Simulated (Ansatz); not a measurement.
Question: Name a neutral molecule of C, F, O, S, Si and H with LUMO energy (PBE/def2-TZVPP) between -3.15 and -2.85 eV and HOMO–LUMO gap (PBE0/def2-TZVPP) between 4.85 and 5.15 eV (Ansatz, PBE0-D4/def2-TZVP geometry).

Answer: `F[SiH]([SiH3])OC=S` (-2.89 eV, 4.92 eV). Other molecules can fit too; these were computed, each in one conformer that needn't be the lowest.
